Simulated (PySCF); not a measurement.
## Correlation energy of Ag²⁺ (silver, charge +2)

[Kr] 4d8 5p1, one real determinant (an excited configuration). All numbers are calculated (PySCF 2.14, the spin-free X2C one-electron Hamiltonian (Gaussian nucleus), in x2c-TZVPPall with one added diffuse shell each of s, p, d, f type (9s7p7d3f1g, 95 functions)). Frozen: [Ar] 3d10; 17 electrons correlated.

MP2 pair energies summed by pair of shells (mhartree):

```csv
pair,energy,share (%)
4d-4d,-209.75,40.5
4p-4d,-167.88,32.4
4p-4p,-48.17,9.3
4s-4d,-30.41,5.9
4d-5p,-26.99,5.2
4s-4p,-24.27,4.7
4p-5p,-5.32,1.0
4s-4s,-4.16,0.8
4s-5p,-0.44,0.1
```

Total MP2 correlation energy: -517.39 mhartree.

Same-spin part -168.60 and opposite-spin part -348.79 mhartree; SCS-MP2 scales them by 1/3 and 6/5 to -474.75 mhartree.

The reference is one real determinant that mixes LS terms of this configuration.

This basis was not built for core-valence correlation, so the inner-shell part is incomplete.
